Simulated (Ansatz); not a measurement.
Coupled-cluster diagnostics for the cluster GeTe4, Ansatz.

Geometry of the singlet (PBE-D4/def2-SVP):

```xyz
5

Ge    0.5762    0.4860   -1.5833
Te    0.4232   -2.1843   -1.0143
Te    1.4760   -0.5217    0.8977
Te   -0.7619    0.7348    2.0848
Te   -1.7135    1.4852   -0.3850
```

In the def2 sets Te takes a core potential; there is no spin–orbit coupling. Correlated methods freeze 25 core orbitals; core or outer-core shells of Ge, Te are correlated, in sets that lack core-valence functions. The structure comes from a short search, and lower isomers may exist.

Estimate the CCSD(T) correlation energy, the shares of MP2 and (T), T1 and the reference's ⟨S²⟩ for: charge 0, singlet, own geometry in def2-SVP; and the rough time on 4 threads of Arm Neoverse V1 on a shared host.


| state | basis | correlation (eV) | MP2 share (%) | (T) share (%) | T1 | ⟨S²⟩ (pure) | wall time |
| --- | --- | --- | --- | --- | --- | --- | --- |
| charge 0, singlet, own geometry | def2-SVP | -19.936 | 93.4 | 4.6 | 0.017 | 0.00 (0.00) | 59 s |
Customary marks for T1 are 0.02 (closed shells), 0.045 (open shells) and about 0.05 (3d metals). T1 stays under 0.02 throughout.
